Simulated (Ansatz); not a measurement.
Relaxation of HgF₂⁺ with UKS PBE-D4/def2-TZVP.

```sh
$ ansatz run in.yaml --threads 4 --pin off --events-out ev --progress --plain --max-ram 3916MiB
```

```yaml
crystal:
  periodic: [false, false, false]
  atoms:
    - {symbol: Hg, position_ang: [1.016410, -0.698630, 0.628890]}
    - {symbol: F, position_ang: [-0.105950, 0.310740, -1.009330]}
    - {symbol: F, position_ang: [-0.910460, 0.387890, 0.380440]}
basis:
  gaussian: {orbitals: def2-TZVP}
total_charge: 1
magnetization: {spin_polarized: true, initial_magnetization: 1}
hamiltonian: {xc: pbe, dispersion: d4}
scf: {omitted_lower_state_checks: [starts]}
output: {orbitals: {seedname: orbitals}}
relax: {f_tol: 0.02, max_steps: 100}
```

It took 10 s on 4 threads of Arm Neoverse V2 on a shared host.

Positions (Å) and forces (eV/Å) at steps 1, 2, 3, 4, 5, 6, 7, 9 of 9:

```xyz
3
step=1 energy=-9594.1504 eV
Hg    1.016   -0.699    0.629    0.548   -0.434    0.566
F    -0.106    0.311   -1.009    0.733    0.229   -2.453
F    -0.910    0.388    0.380   -1.281    0.205    1.887
3
step=2 energy=-9594.3093 eV
Hg    1.034   -0.715    0.658   -0.340    0.192   -0.048
F    -0.113    0.328   -1.062    0.849   -0.065   -1.534
F    -0.921    0.388    0.404   -0.510   -0.128    1.581
3
step=3 energy=-9594.8009 eV
Hg    0.997   -0.699    0.671   -1.365    0.949   -0.889
F    -0.061    0.335   -1.198    0.906   -0.470   -0.046
F    -0.936    0.364    0.527    0.459   -0.480    0.935
3
step=4 energy=-9595.0044 eV
Hg    0.895   -0.628    0.604   -0.445    0.353   -0.463
F     0.073    0.294   -1.321    0.092   -0.224    0.696
F    -0.967    0.333    0.717    0.353   -0.129   -0.234
3
step=5 energy=-9594.8959 eV rejected
Hg    0.858   -0.582    0.501    1.783   -1.320    1.477
F     0.102    0.233   -1.138   -0.554    0.756   -1.833
F    -0.960    0.349    0.638   -1.229    0.563    0.356
3
step=6 energy=-9595.0701 eV
Hg    0.900   -0.623    0.573   -0.081    0.091   -0.193
F     0.069    0.275   -1.237    0.039   -0.092    0.283
F    -0.969    0.348    0.663    0.042    0.000   -0.091
3
step=7 energy=-9595.0772 eV
Hg    0.908   -0.623    0.555    0.120   -0.082    0.070
F     0.065    0.263   -1.183    0.007    0.034   -0.148
F    -0.974    0.359    0.627   -0.127    0.048    0.078
3
step=9 energy=-9595.0792 eV
Hg    0.910   -0.623    0.554    0.002   -0.001    0.001
F     0.071    0.263   -1.195   -0.001    0.001    0.000
F    -0.981    0.360    0.641   -0.001    0.001   -0.001
```

In the def2 sets Hg takes a core potential; there is no spin–orbit coupling. Another isomer (doublet) lies 0.97 eV lower at PBE0-D4/def2-TZVP; other spin states weren't run for this one.
